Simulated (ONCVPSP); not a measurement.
# What one change does to a pseudopotential (Pt (Z = 78), ONCV)

```
Element                 : platinum
Generator               : ONCVPSP 4.0.1
Type                    : optimised norm-conserving Vanderbilt (ONCV)
Functional              : LDA (Perdew-Zunger)
Relativity              : scalar-relativistic
Frozen core             : [Kr] 4d10
Valence charge          : 32
Reference configuration : 4f14 5s2 5p6 5d9 6s0.75 6p0.25
Partial waves           : 5s+6s: rc 1.80 bohr, ncon 4, nbas 7, qcut 5.2 1/bohr, 2 projectors; 5p+6p: rc 1.65 bohr, ncon 4, nbas 8, qcut 7 1/bohr, 2 projectors; 5d: rc 1.85 bohr, ncon 5, nbas 9, qcut 6.7 1/bohr, 2 projectors, debl 1.8 Ha; 4f: rc 1.00 bohr, ncon 3, nbas 8, qcut 18.7 1/bohr, 2 projectors, debl 1.1 Ha
Local potential         : polynomial inside 0.95 bohr (lpopt 3, dvloc0 2 Ha)
Core correction         : Teter function, fcfact 2.25, rcfact 1.5
```

In the f channel the program set the typed energies aside and used -2.611, 0.250 Ha.

Change: f: qcut 22.6.

Cutoffs: the cutoffs (Ha) at which the residual kinetic energy of the hardest occupied pseudo-wave falls to 1 and 0.1 mHa per electron; they do not see the model core or the augmentation charge, which bear on the density cutoff. Errors are all-electron minus pseudo energies relative to the spin-unpolarised reference configuration.

Q: Predict the effect on cutoff, ghosts and configuration errors.

A: The potential gets harder (145 Ha and 157 Ha → 179 Ha and 198 Ha); the errors of the 3 common tests hardly move; neither file shows a bound ghost. The waves are optimised to have the least kinetic energy above qcut, so the cutoff follows it (qcut²/2 in Ha).

| quantity | base | changed |
| --- | --- | --- |
| cutoff, loose | 145 Ha | 179 Ha |
| cutoff, tight | 157 Ha | 198 Ha |
| loose cutoff by channel | s 11 Ha, p 14 Ha, d 19 Ha, f 145 Ha | s 11 Ha, p 14 Ha, d 19 Ha, f 179 Ha |
| bound ghosts | none | none |
| GHOST(+) flags under 300 eV | s at 81.4 eV | s at 81.4 eV |
| tests with a reliable result | 3 of 4 | 3 of 4 |
| error for 4f14 5s2 5p6 5d9 6s1 6p0, meV [ΔE -1.26 eV] | +0.3 | +0.3 |
| error for 4f14 5s2 5p6 5d9 6s0 6p0, meV [ΔE 8.29 eV] | -4.9 | -4.8 |
| error for 4f14 5s2 5p6 5d9.5 6s0.5 6p0, meV [ΔE -1.34 eV] | -1.9 | -1.9 |
| s: phases at 1.83 bohr within 0.05 rad from the reference energy up to (Ha; the scan ends near 5) | 2.7 | 2.7 |
| p: phases at 1.67 bohr within 0.05 rad from the reference energy up to (Ha; the scan ends near 5) | to the end of the scan | to the end of the scan |
| d: phases at 1.88 bohr within 0.05 rad from the reference energy up to (Ha; the scan ends near 5) | to the end of the scan | to the end of the scan |
| f: phases at 1.01 bohr within 0.05 rad from the reference energy up to (Ha; the scan ends near 5) | to the end of the scan | to the end of the scan |
| rms error of d²Exc/dni dnj with the model core, mHa | 2.83 | 2.82 |
